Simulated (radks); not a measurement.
The numbers below are computed, except where a source is named.
Task: The mean radii <r> (bohr) of the occupied orbitals of an atom or ion are listed with their occupations. Level of theory: Dirac Kohn-Sham, exchange-only LDA, spin-unpolarised, spherical densities, point nucleus (a radial shooting solver on a logarithmic mesh with Libxc functionals).

| orbital | occ. | <r> |
|---|---|---|
| 1s1/2 | 2 | 0.03432 |
| 2s1/2 | 2 | 0.1494 |
| 2p1/2 | 2 | 0.1272 |
| 2p3/2 | 4 | 0.1318 |
| 3s1/2 | 2 | 0.4161 |
| 3p1/2 | 2 | 0.4097 |
| 3p3/2 | 4 | 0.4204 |
| 3d3/2 | 4 | 0.3974 |
| 3d5/2 | 6 | 0.4009 |
| 4s1/2 | 2 | 1.057 |
| 4p1/2 | 2 | 1.152 |
| 4p3/2 | 4 | 1.184 |
| 4d3/2 | 4 | 1.734 |
| 4d5/2 | 1 | 1.759 |
| 5s1/2 | 2 | 3.348 |

Name the element and its charge. Open shells, if any, fill j = l - 1/2 first.

Result: Z = 43, technetium, charge 0: Tc in [Kr] 4d5 5s2. The 1s radius gives Z: for a bare nucleus <r> = (2 gamma + 1)/(2Z) with gamma = sqrt(1 - (Z/c)^2), 0.03371 bohr for Z = 43, and screening makes it slightly larger (0.03432 here). The occupations add up to 43, and the charge is Z minus that.
